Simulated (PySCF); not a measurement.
## Interval between two levels of Pt by level of theory

Pt [Xe] 4f14 5d9 6s1 [3D3, M_J = 3] → Pt [Xe] 4f14 5d8 6s1 6p1 [5G6, M_J = 6], as a difference of total energies. All numbers are calculated (PySCF 2.14, the two-component X2C-1e Hamiltonian, in x2c-SVPall-2c with one added diffuse shell each of s, d type (8s9p10d2f, 99 functions)). Correlated levels: [Kr] 4d10 4f14 frozen; the 22 highest virtual spinors dropped. "Screened" scales the spin-orbit matrix elements by Boettger's factors to mimic the two-electron term; Breit and QED terms are absent.

| method | interval between two levels (cm⁻¹) | error (cm⁻¹) |
| --- | --- | --- |
| GHF (spin-free) | 27818 | -8963 |
| GMP2 (spin-free) | 37764 | +982 |
| GHF (screened spin-orbit) | 25671 | -11111 |
| GMP2 (screened spin-orbit) | 35543 | -1238 |

Reference: 36782 cm⁻¹ (measured; NIST Handbook of Basic Atomic Spectroscopic Data (Sansonetti and Martin, J. Phys. Chem. Ref. Data 34, 1559 (2005))).

The spin-free rows relax to the high-spin LS determinant and lack the spin-orbit shift.

Errors of the correlated levels include the incompleteness of this basis and the frozen core.

The labels give the starting determinants; with spin-orbit coupling the two ends relaxed to ⟨J²⟩ = 12.03, ⟨L²⟩ = 6.16, ⟨S²⟩ = 2.14 and ⟨J²⟩ = 42.02, ⟨L²⟩ = 20.43, ⟨S²⟩ = 6.02.
